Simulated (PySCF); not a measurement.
F3OSi, doublet, at a GFN2-xTB geometry, atoms displaced at random by about 0.05 Å a coordinate. Base run: HF/STO-3G run with PySCF.

The PySCF input:
```python
from pyscf import gto, scf
from pyscf.geomopt import geometric_solver

mol = gto.Mole()
mol.atom = '''
    O     1.65478677   -0.15716864    0.14843370
    Si    0.04970787   -0.10668469    0.07713445
    F    -0.49971057    1.40845750   -0.26818862
    F    -0.74518164   -0.33697073    1.35380196
    F    -0.48254460   -0.91387128   -1.18080087
'''
mol.basis = 'sto-3g'
mol.spin = 1
mol.verbose = 3
mol.build()

def method(m):
    mf = scf.UHF(m)
    return mf

conv, mol_eq = geometric_solver.kernel(method(mol), maxsteps=100)
print('optimisation converged:', conv)
print(mol_eq.tostring(format='xyz'))
mf = method(mol_eq)
mf.kernel()
```

The base run was repeated with changes; each row names its change, and settings that it needs were set with it.

| change | ΔE vs base (µEh) | optimiser steps |
|---|---|---|
| base | 0.0 | 6 |
| coordsys = hdlc | 0.1 | 7 |
| convergence_set = GAU_VERYTIGHT | 0.0 | 12 |
| trust = 0.5 | 0.0 | 6 |
| coordsys = cart | 1.2 | 13 |
| convergence_set = NWCHEM_LOOSE | 0.0 | 6 |
| convergence_set = TURBOMOLE | 0.0 | 6 |

Open shells are given as the SCF converged; they aren't shown to be the lowest states, and a large step between rows can be another state.
